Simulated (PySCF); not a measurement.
Excitations are Tamm–Dancoff values on a coarser integration grid. The basis has no diffuse functions, so Rydberg states are missing or too high.

Cartesian coordinates (Å):
SMILES: Bc1cc2ccccc(F)c-2c1
```xyz
20

B      3.7521     0.5904     0.2470
C      2.2393     0.3553     0.1478
C      1.2267     1.3446     0.2650
C     -0.0388     0.7502     0.1182
C     -1.2647     1.4161     0.1742
C     -2.5539     0.8952     0.0384
C     -2.9290    -0.4355    -0.1887
C     -2.1504    -1.5844    -0.3399
C     -0.7580    -1.6900    -0.3004
F     -0.2918    -2.9323    -0.4794
C      0.2114    -0.7053    -0.1042
C      1.5975    -0.8977    -0.0788
H      4.1854     1.7009     0.4453
H      4.5237    -0.3315     0.1281
H      1.3984     2.4066     0.4418
H     -1.1988     2.4953     0.3491
H     -3.3746     1.6124     0.1191
H     -4.0076    -0.6070    -0.2600
H     -2.6692    -2.5302    -0.5116
H      2.1022    -1.8529    -0.2110
```
Charge 0, spin multiplicity 1.

Question: What is the computed S1–T1 gap (TDA), LUMO and total energy (PBE-D3(BJ)/def2-TZVP // B3LYP-D3(BJ)/def2-SVP (PySCF))?

Answer: 
```
Quantity               Result
---------------  ------------
S1–T1 gap (TDA)       0.45 eV
LUMO                 -3.61 eV
total energy     -13880.33 eV
```
